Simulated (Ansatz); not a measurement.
Problem. Name a neutral molecule of Al, C, N and H with HOMO–LUMO gap (ωB97M-V/def2-TZVPP) between 8.00 and 8.30 eV and LUMO energy (B3LYP/def2-TZVPP) between -2.50 and -2.20 eV (Ansatz, PBE0-D4/def2-TZVP geometry).

Solution. `N=[CH][Al]1[CH2][CH2]1` (8.03 eV, -2.25 eV). Other molecules can fit too; these were computed, each in one conformer that needn't be the lowest.

B3LYP here is the variant with VWN-RPA as its local correlation; programs differ in this.
